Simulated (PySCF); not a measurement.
A species of formula C8H10Si has this rotational fingerprint, computed with PBE0-D3(BJ)/def2-SVP geometry optimisation, gas phase in PySCF 2.14.0:

| Item | Value |
| --- | --- |
| Rotational constants | A = 2438, B = 478.7, C = 416.7 MHz |
| Dipole components | \|μa\| = 0.41 D, \|μb\| = 0.44 D, \|μc\| = 0.60 D |
| Inertial defect | -50.07 u·Å² |
| κ | -0.94 |

Question: Which structure is it? (One computed conformer of each.)
A. `CC#CC1=C[Si@@H](C)C=C1`
B. `[cH:1]1[cH:2][cH:3][c:4]([C@@H:5]2[CH2:6][SiH2:7]2)[cH:8][cH:9]1` with C3–C4–C5–C6 23°
C. `[CH3:1][C:2]#[C:3][C:4]#[C:5]/[CH:6]=[CH:7]\[CH2:8][SiH3:9]` with C6–C7–C8–Si9 93°

Answer: C. It is CC#CC#C/C=C\C[SiH3], a near-prolate asymmetric top, point group C1. The candidates at the same level (rigid rotor, commonest isotopes):

```tsv
SMILES	A (MHz)	B (MHz)	C (MHz)	μa (D)	μb (D)	μc (D)	Δ (u·Å²)	point group	rotor
c1ccc([C@@H]2C[SiH2]2)cc1	3533	821.1	750.2	0.74	0.12	0.02	-84.87	C1	near-prolate asymmetric top
CC#CC#C/C=C\C[SiH3]	2438	478.7	416.7	0.41	0.44	0.60	-50.07	C1	near-prolate asymmetric top
CC#CC1=C[Si@@H](C)C=C1	4097	599.4	553.0	0.76	0.19	0.67	-52.57	C1	near-prolate asymmetric top
```

`CC#CC1=C[Si@@H](C)C=C1` has A 68 % too high; `c1ccc([C@@H]2C[SiH2]2)cc1` has C 80 % too high. No structure here is proved a minimum.
